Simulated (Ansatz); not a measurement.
Cost and result for the atomization energy of `OB(O)C1=CCC=C1` (15 atoms, 15 bonds).

```xyz
15

O     1.011    2.576   -0.618
B     1.172    1.225   -0.770
O     2.229    0.790   -1.511
C     0.219    0.163   -0.147
C    -0.865    0.390    0.626
C    -1.501   -0.898    1.019
C    -0.631   -1.916    0.362
C     0.351   -1.291   -0.303
H     0.247    2.810   -0.090
H     2.754    1.521   -1.850
H    -1.250    1.354    0.941
H    -1.536   -1.020    2.110
H    -2.545   -0.958    0.680
H    -0.793   -2.984    0.429
H     1.138   -1.761   -0.878
```

Charge 0, multiplicity 1. Geometry: relaxed with PBE0-D4/def2-TZVP. It is one conformer, not always the lowest. Program: Ansatz. All runs use 2 threads of an AMD EPYC 7R13 on a shared host and a share of an NVIDIA H100 80 GB. Times are those of one run each, without the atoms' runs, and a repeat can differ threefold. Electronic energies, without spin–orbit coupling; frozen cores. CCSD(T)/CBS adds CCSD(T) − MP2 in def2-TZVPP to the MP2 limit, and its time is that of the two runs behind it. T1 = 0.012; the RHF reference is unstable towards UHF. B3LYP takes the VWN-RPA correlation (the form of Gaussian; ORCA's B3LYP/G).

CCSD(T)/CBS is a level of theory with its own doubt, some kJ/mol a heavy atom from the limit and from the frozen cores, so smaller differences don't rank the functionals.

```json
{"level": "PBE0-D4/def2-TZVPP", "functions": "346", "wall time": "1.8 s"}
{"level": "PBE-D4/def2-TZVPP (with forces)", "functions": "346", "wall time": "2.3 s"}
{"level": "B3LYP-D4/def2-TZVPP (with forces)", "functions": "346", "wall time": "2.5 s"}
{"level": "r2SCAN-D4/def2-TZVPP (with forces)", "functions": "346", "wall time": "2.7 s"}
{"level": "ωB97X-V/def2-TZVPP", "functions": "346", "wall time": "2.7 s"}
{"level": "B2PLYP/def2-TZVPP", "functions": "346", "wall time": "3.1 s"}
{"level": "ωB97M-V/def2-TZVPP (with forces)", "functions": "346", "wall time": "3.9 s"}
{"level": "MP2/def2-QZVPP", "functions": "666", "wall time": "6 s"}
{"level": "CCSD(T)/def2-TZVPP", "functions": "346", "wall time": "8 s"}
{"level": "CCSD(T)/CBS(def2)", "functions": "–", "wall time": "14 s"}
```

Q: What atomization energy does each give, and how far from CCSD(T)/CBS? (Best estimate.)

A: The calculation gave: 
```json
{"level": "PBE0-D4/def2-TZVPP", "atomization (kcal/mol)": "1676.1", "difference from CCSD(T)/CBS": "21.2", "per bond": "1.4"}
{"level": "PBE-D4/def2-TZVPP (with forces)", "atomization (kcal/mol)": "1712.0", "difference from CCSD(T)/CBS": "57.1", "per bond": "3.8"}
{"level": "B3LYP-D4/def2-TZVPP (with forces)", "atomization (kcal/mol)": "1656.8", "difference from CCSD(T)/CBS": "1.9", "per bond": "0.1"}
{"level": "r2SCAN-D4/def2-TZVPP (with forces)", "atomization (kcal/mol)": "1668.7", "difference from CCSD(T)/CBS": "13.8", "per bond": "0.9"}
{"level": "ωB97X-V/def2-TZVPP", "atomization (kcal/mol)": "1656.7", "difference from CCSD(T)/CBS": "1.8", "per bond": "0.1"}
{"level": "B2PLYP/def2-TZVPP", "atomization (kcal/mol)": "1644.3", "difference from CCSD(T)/CBS": "-10.6", "per bond": "-0.7"}
{"level": "ωB97M-V/def2-TZVPP (with forces)", "atomization (kcal/mol)": "1663.7", "difference from CCSD(T)/CBS": "8.8", "per bond": "0.6"}
{"level": "MP2/def2-QZVPP", "atomization (kcal/mol)": "1686.5", "difference from CCSD(T)/CBS": "31.6", "per bond": "2.1"}
{"level": "CCSD(T)/def2-TZVPP", "atomization (kcal/mol)": "1614.8", "difference from CCSD(T)/CBS": "-40.1", "per bond": "-2.7"}
{"level": "CCSD(T)/CBS(def2)", "atomization (kcal/mol)": "1654.9", "difference from CCSD(T)/CBS": "0.0", "per bond": "0.0"}
```

From PBE to PBE0 (25 % exact exchange), in def2-TZVPP and without D4, the atomization energy moves by −34.6 kcal/mol: exact exchange takes away binding that semilocal exchange gives to molecules. The D4 term adds +13.4 kcal/mol with B3LYP and +7.1 kcal/mol with PBE0; it sums over pairs of atoms, weighted by their polarisabilities, and B3LYP, whose exchange is more repulsive, gets the larger term. In def2-TZVPP, CCSD(T) changes the Hartree–Fock value by +395.9 kcal/mol (the triples alone add +29.2 kcal/mol) and MP2 by +444.0 kcal/mol; breaking electron pairs costs correlation energy, which Hartree–Fock lacks.
